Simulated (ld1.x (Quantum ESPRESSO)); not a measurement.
**Before and after: TM potential for V (Z = 23)**

- Element: vanadium
- Generator: ld1.x (Quantum ESPRESSO) 7.5
- Type: norm-conserving Troullier–Martins (Kleinman–Bylander form)
- Functional: PBE
- Relativity: scalar-relativistic
- Frozen core: [Ne] 3s2
- Valence charge: 11
- Reference configuration: 3p6 3d3 4s2 4p0
- Partial waves: 4s (bound): rc 2.40 bohr; 3p (bound): rc 1.20 bohr; 3d (bound): rc 1.85 bohr
- Local potential: the d channel
- Core correction: Bessel-smoothed model core inside 0.80 bohr

Change: wave 4s (bound): rc 2.40 bohr becomes 4s (bound): rc 1.90 bohr.

Cutoffs: the cutoffs (Ry, on a coarse ladder) from which the occupation-weighted sum of valence levels, in a spherical-Bessel basis at the reference potential, stays within 10 and 1 mRy of its value at 400 Ry; they do not see the model core or the augmentation charge, which bear on the density cutoff. Errors are all-electron minus pseudo energies relative to the spin-unpolarised reference configuration.

Task: What does the change do?

Result: The potential gets neither clearly harder nor softer (70 Ry and 100 Ry → 70 Ry and 100 Ry); both files keep a bound ghost (s); of the 7 tests that both files solve, the error grows in 1 and shrinks in 5 by more than 15 % and 0.3 meV (median size 61.2 → 23.6 meV).

| quantity | base | changed |
| --- | --- | --- |
| cutoff, loose | 70 Ry | 70 Ry |
| cutoff, tight | 100 Ry | 100 Ry |
| loose cutoff by channel (10 mRy a level) | s 6 Ry, p 40 Ry, d 55 Ry | s 18 Ry, p 40 Ry, d 55 Ry |
| bound ghosts | s | s |
| error for 3p6 3d3 4s1 4p0, meV [ΔE 7.73 eV] | -3.3 | -0.8 |
| error for 3p6 3d3 4s0 4p0, meV [ΔE 22.03 eV] | -27 | -13 |
| error for 3p6 3d2 4s0 4p0, meV [ΔE 50.93 eV] | +61 | -10 |
| error for 3p6 3d1 4s0 4p0, meV [ΔE 96.80 eV] | +348 | +154 |
| error for 3p6 3d4 4s0 4p0, meV [ΔE 7.20 eV] | -112 | -53 |
| error for 3p6 3d3 4s0 4p2, meV [ΔE 6.85 eV] | -287 | -276 |
| error for 3p6 3d2 4s2 4p0, meV [ΔE 10.97 eV] | -8.1 | +24 |

 A true bound ghost makes a file unfit for plane-wave use even where its test errors are small: the radial tests pick states by their node count and pass the ghost by.
